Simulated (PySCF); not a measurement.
Species: C7H13B.
Atom-mapped SMILES: `[CH3:1][B:2]([CH3:3])[CH:4]=[C:5]1[CH2:6][CH2:7][CH2:8]1`

Probes without a nucleus sit at each ring's centroid and 1 Å off its mean plane on both sides; NICS is minus the shielding there, NICSzz its component along the normal. Level: GIAO B97-2/pcSseg-1 (PySCF, non-relativistic, gas phase) on the PBE0-D3(BJ)/def2-SVP geometry, one conformer.

Ring bond lengths (Å): C5–C6 1.514, C6–C7 1.547, C7–C8 1.547, C8–C5 1.515.

Task: Give the NICS values of each ring in ppm.

Result: 
| ring | type | NICS(0) | NICS(1), two faces | NICS(1)zz, two faces | rms pucker (Å) | centre to ring atoms, mean (Å) |
| --- | --- | --- | --- | --- | --- | --- |
| C5–C6–C7–C8 | 4-membered carbocycle; formal bonds all single | 5.7 | 0.1 / -0.1 | 3.7 / 3.4 | 0.01 | 1.08 |

Task: What can be read from them?

Result: 
- C5–C6–C7–C8: mean NICS(1)zz 3.5 ppm, deshielded. C6, C7, C8 have four or more neighbours, so the value isn't read as a sign of a π ring current. NICS(0) lies 6 ppm above the mean NICS(1).

Task: At the second NICS(1) probe listed for ring C5–C6–C7–C8, 1 Å off the ring, what do the in-plane components average?

Result: The isotropic value is a third of the trace: (3 × -0.1 − (3.4))/2 = -1.9 ppm.

Task: How shielded are the nuclei of the rings and their hydrogens (means over atoms taken as equivalent)?

Result: 
| atoms | environment | σ isotropic (ppm) | principal values of the symmetric part, first atom (ppm) |
| --- | --- | --- | --- |
| C5 | fully substituted alkene carbon | 2.3 | -101.6, -22.6, 130.9 |
| C6 | allylic carbon | 147.2 | 129.6, 145.5, 166.4 |
| C7 | four-membered-ring carbon | 165.4 | 156.2, 161.9, 178.2 |
| C8 | allylic carbon | 146.2 | 134.5, 143.6, 160.4 |
| H on C6 (×2) | methylene hydrogen | 28.42 | 25.0, 27.3, 33.0 |
| H on C7 (×2) | methylene hydrogen | 29.37 | 26.6, 27.0, 34.4 |
| H on C8 (×2) | methylene hydrogen | 28.42 | 24.2, 28.8, 32.2 |

Task: How do the values depend on the level or the medium?

Result: 
```tsv
level	NICS(0), C5–C6–C7–C8	mean NICS(1)zz, C5–C6–C7–C8
B97-2/pcSseg-1, gas	5.7	3.5
PBE0/pcSseg-1, gas	5.7	3.6
```

The geometry is the same throughout.

The values belong to the conformer `[CH3:1][B:2]([CH3:3])[CH:4]=[C:5]1[CH2:6][CH2:7][CH2:8]1`: C1–B2–C4–C5 -4°.
